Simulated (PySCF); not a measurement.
CH2GaNO3, SMILES O=C=[N][Ga]([OH])[OH].

Coordinates come from a r2SCAN-D4/def2-SVP optimisation. Other conformers were not sampled.

The numbers are results of IEF-PCM-M06-2X/def2-SVP run with PySCF 2.14.0, not measurements.

The values are the electrostatic part of the solvation free energy, E(continuum) − E(gas) at the gas-phase geometry, in a cavity of scaled van der Waals radii (PySCF's table); cavitation and dispersion terms are not included. A continuum can't describe solvent molecules that bind to the metal. In vacuum the orbital gap is 10.01 eV. The dipole moment in vacuum is 0.33 D.

```json
[
 {"solvent": "water", "ε": "78.36", "ΔG(elec) (kcal/mol)": "-11.7", "dipole (D)": "0.24", "gap (eV)": "10.28"},
 {"solvent": "chlorobenzene", "ε": "5.70", "ΔG(elec) (kcal/mol)": "-8.8", "dipole (D)": "0.25", "gap (eV)": "10.24"},
 {"solvent": "n-hexane", "ε": "1.88", "ΔG(elec) (kcal/mol)": "…", "dipole (D)": "…", "gap (eV)": "…"}
]
```

Q: Fill in the missing entries. (The exact figures need the calculation; the answer reports its results.)

A: 
- n-hexane, ΔG(elec) (kcal/mol): -4.1
- n-hexane, dipole (D): 0.28
- n-hexane, gap (eV): 10.13
